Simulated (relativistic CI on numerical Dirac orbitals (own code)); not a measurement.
Method of calculation: Dirac-Coulomb-Breit CI, KLI orbitals optimised for each configuration, model QED (radiative potential, 1s self-energy scaled to tabulated hydrogen-like ionisation energies), unscaled Slater integrals (own radial code, finite nucleus).

The strongest absorption lines from the ground level of an ion, among the configurations computed and to levels below about 12400 eV (vacuum wavelength in nm, gf): 0.12628 (0.32), 0.12853 (1.1), 0.13087 (0.35), 0.13570 (0.037), 0.85432 (0.24).

**Question.** Which ion is it?
A. Nd LV
B. Yb LXV
C. Hg LXXV
D. Yb LXIII

**Answer.** B. Yb LXV has 6 electrons and the ground level 2s²2p² ³P0; the strongest line goes to 2s²2p3d ³D°1. The pattern of lines fixes the number of electrons, and along that sequence the line energies rise steadily with the charge (about as its square where n changes within one kind of shell, about linearly where n is kept but much faster in heavy ions where fine structure, which grows about as Z⁴, sets the gap, and irregularly where shells cross), which fixes Z. Configurations outside the model, such as inner-shell arrays, can give stronger lines. At this charge energies of transitions that change n are usually good to better than 1 %, and those within a shell (Δn = 0) to a few per cent.

LS names give the leading component of a level, which can be under half, so a name can repeat, a term be missing and a line seem to break the LS rules.
